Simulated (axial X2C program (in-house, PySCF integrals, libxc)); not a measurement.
# ClGeCl⁻: properties at the nuclei

Computed with an axial X2C code built on PySCF integrals: two-component X2C with atomic mean-field Coulomb and Gaunt terms, Gaussian nuclei, basis Cl dyall-av3z, Ge dyall-v3z with contracted cores.

Cl–Ge–Cl held linear, with bonds 2.519 and 2.519 Å (near the PBE0 minimum at charge -1 of the determinant lowest at the starting distance; the state shown can have its own minimum elsewhere, held linear; other orders of the atoms were not compared).

Determinant lowest in the PBE0 search, Ω = 1/2 (⟨Sz⟩ = -0.50, ⟨Lz⟩ = 1.00 at PBE0), spin on the atoms Cl 0.01, Ge -0.51, Cl 0.01:

```json
{"level": "PBE0", "A∥/gI Cl (MHz)": "114", "qzz Cl (a.u.)": "0.47", "A∥/gI Ge (MHz)": "1650", "qzz Ge (a.u.)": "0.37"}
{"level": "HF", "A∥/gI Cl (MHz)": "93.4", "qzz Cl (a.u.)": "0.37", "A∥/gI Ge (MHz)": "1790", "qzz Ge (a.u.)": "0.88"}
{"level": "LDA", "A∥/gI Cl (MHz)": "137", "qzz Cl (a.u.)": "0.44", "A∥/gI Ge (MHz)": "1480", "qzz Ge (a.u.)": "0.18"}
```

Determinant 0.12 eV from it at PBE0 and this distance, Ω = 3/2 (⟨Sz⟩ = 0.50, ⟨Lz⟩ = 1.00 at PBE0), spin on the atoms Cl -0.01, Ge 0.51, Cl -0.01:

```tsv
level	A∥/gI Cl (MHz)	qzz Cl (a.u.)	A∥/gI Ge (MHz)	qzz Ge (a.u.)
PBE0	25.6	0.47	146	0.24
HF	16.2	0.38	107	0.75
LDA	30.5	0.44	200	0.05
```

A∥ (defined per Ω) follows by multiplying with gI = μI/(I μN); qzz is the electric field gradient, eQq0 = 234.96 MHz × Q/barn × qzz. The operators were transformed with the bare-nucleus X2C matrices; with these basis sets, hyperfine constants and field gradients can be off by tens of per cent, and where levels differ in sign neither size nor sign is settled.

(1) With gI(35Cl) = 0.5479, Q(35Cl) = -0.08112 barn, gI(73Ge) = -0.1954 (g factors from the IAEA table of nuclear moments by Stone; Q from Pyykkö, Mol. Phys. 2018), turn the PBE0 values of the first state into constants in MHz.

The molecule was held linear; bending was not examined, so a bent shape may lie lower.

Each state is one determinant with collinear spin. Unrestricted Hartree–Fock can overshoot spin polarisation at the nuclei. For an anion, determinants above electron detachment, or with a positive highest level, are held by the basis set. The search compared states at one distance, so a state with another bond length can lie lower. Where a field gradient or hyperfine factor spreads by more than a factor of two over the levels, a constant derived from it is not to be relied on. PBE0 term energies can be off by some tenths of an eV.

Answers

(1) A∥(35Cl) = 114 × 0.5479 = 62.5 MHz; eQq0(35Cl) = 234.96 × (-0.08112) × (0.47) = -8.96 MHz; A∥(73Ge) = 1650 × -0.1954 = -322 MHz.
